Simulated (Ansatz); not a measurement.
Isolated molecules relaxed with PBE0-D4/def2-TZVP in Ansatz; ΔE leaves out vibrations. CCSD(T)/CBS adds triple-zeta CCSD(T) − MP2 to the extrapolated MP2 energy (def2 sets, frozen cores). DFT in def2-TZVPP. For Ge, Se outer-core shells are correlated without core-valence functions, which leaves a few kJ/mol of doubt a bond. Scalar relativity is left out up to krypton. One conformer a species, not always the lowest.

`CO[SiH2]C` + `[CH3][GeH]([Cl])[SeH]` → `CO[SiH2][SeH]` + `[CH3][GeH]([CH3])[Cl]`  (redistribution)

| level | ΔE (kcal/mol) |
| --- | --- |
| LDA (SPW92) | 2.0 |
| ωB97M-V | 1.9 |
| r2SCAN | 2.1 |
| SCS-MP2/def2-TZVPP | 1.3 |

Task: What does CCSD(T)/CBS give? (An estimate is asked.)

Result: The calculation gave: +1.1 kcal/mol. The listed levels differ from it by 0.9, 0.8, 1.0, 0.2 kcal/mol.

Task: What do rigid-rotor, harmonic-oscillator terms from PBE0-D4/def2-TZVP frequencies (298.15 K, 1 bar) make of the CCSD(T)/CBS value? (Estimate.)

Result: Computed: ΔZPE = 0.0 kcal/mol, ΔH = +1.1 kcal/mol, ΔS = 5 J/(mol·K), ΔG = +0.8 kcal/mol. Modes under 50 cm⁻¹ make the entropy rough.

Largest T1 diagnostic among the species: 0.010.

In def2-TZVPP, CCSD(T) changes the Hartree–Fock value by −0.8 kcal/mol (the triples alone add +0.0 kcal/mol) and MP2 by −0.9 kcal/mol. Leaving LDA and LC-ωPBE aside and taking each functional with its dispersion term where it has one, the values, not all of them listed here, spread over 1.6 kcal/mol, from PBE-QIDH to BLYP-D4.
